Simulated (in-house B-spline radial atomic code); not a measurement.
RPA and G0W0 for the lutetium ion Lu²⁺, [Xe] 4f14 6s1, highest spin, as one setting changes: the highest l of the empty states. Start: r2SCAN. A dash marks a level of low quasi-particle weight. Computed with a B-spline radial code for spherical atoms: all electrons, scalar-relativistic (spin-free one-electron X2C), finite nucleus, each spin shell either full or empty, empty states to the listed l with an (l + 1/2)⁻⁴ tail; G0W0 by contour deformation at full frequency.

Without the two-electron picture change, the correlation of inner shells comes somewhat too large for so heavy an element.

RPA overbinds a lone outer s electron by self-correlation, and G0W0 tends to as well.

```csv
highest l of the empty states,RPA summed (Eh),RPA extrapolated (Eh),G0W0 level (eV)
5,-5.616,-6.4612,6s up -21.569
6,-5.9241,-6.4533,6s up -21.552
7,?,?,?
8,?,?,?
9,-6.2354,-6.3833,6s up -21.547
10,-6.2693,-6.3718,6s up -21.547
11,-6.291,-6.364,6s up -21.546
```

(1) What belongs in the row for 8?

(2) What belongs in the row for 7?

Answers

(1) RPA summed (Eh): -6.1807; RPA extrapolated (Eh): -6.4012; G0W0 level (eV): 6s up -21.549.

(2) RPA summed (Eh): -6.0878; RPA extrapolated (Eh): -6.4223; G0W0 level (eV): 6s up -21.551.
